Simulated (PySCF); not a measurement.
First hyperpolarisability: `Oc1cccc(C(C)=O)c1`, C$_{8}$H$_{8}$O$_{2}$

Geometry (Å), atoms numbered from 1 in this order:
```xyz
18

C     2.664   -0.972    0.182
C     2.050    0.406    0.120
O     2.742    1.399    0.173
C     0.562    0.520   -0.008
C     0.003    1.802   -0.051
C    -1.376    1.950   -0.169
C    -2.206    0.835   -0.247
C    -1.654   -0.450   -0.206
O    -2.499   -1.499   -0.285
C    -0.271   -0.603   -0.086
H     3.752   -0.868    0.277
H     2.430   -1.547   -0.727
H     2.273   -1.538    1.040
H     0.674    2.659    0.011
H    -1.817    2.949   -0.202
H    -3.289    0.935   -0.340
H    -1.996   -2.319   -0.248
H     0.150   -1.611   -0.054
```

Computed, not measured: quadratic response CAM-B3LYP/aug-cc-pVDZ first hyperpolarisability, Taylor convention, gas phase in PySCF. Geometry: PBE0-D3(BJ)/def2-SVP.

Task: Give β for the processes computed.

Result: In 10⁻³⁰ esu, Taylor convention; the vector part is βᵢ = ⅓ Σⱼ (βᵢⱼⱼ + βⱼᵢⱼ + βⱼⱼᵢ); β∥ is 3/5 of the vector part along the dipole, the dipole points from − to +:
| process | λ (nm) | β vector norm | β∥ | β HRS | depolarisation ratio |
| --- | --- | --- | --- | --- | --- |
| static β(0;0,0) | ∞ | 3.17 | 0.99 | 1.28 | 5.54 |
| second harmonic β(−2ω;ω,ω) | 1907 | 3.48 | 1.06 | 1.40 | 5.67 |
| Pockels β(−ω;ω,0) | 1907 | 3.27 | 1.01 | – | – |
| second harmonic β(−2ω;ω,ω) | 1064 | 4.34 | 1.27 | 1.74 | 6.01 |
| Pockels β(−ω;ω,0) | 1064 | 3.50 | 1.07 | – | – |

Task: Which lowest excitations, dipole and polarisabilities go with it?

Result: S1 3.97 eV (f = 0.000); S2 4.50 eV (f = 0.072); S3 5.34 eV (f = 0.099); dipole 3.17 D; isotropic α 102.8 au static, 103.2 au at 1907 nm, 104.2 au at 1064 nm, 104.5 au at 953.5 nm, 109.0 au at 532 nm.
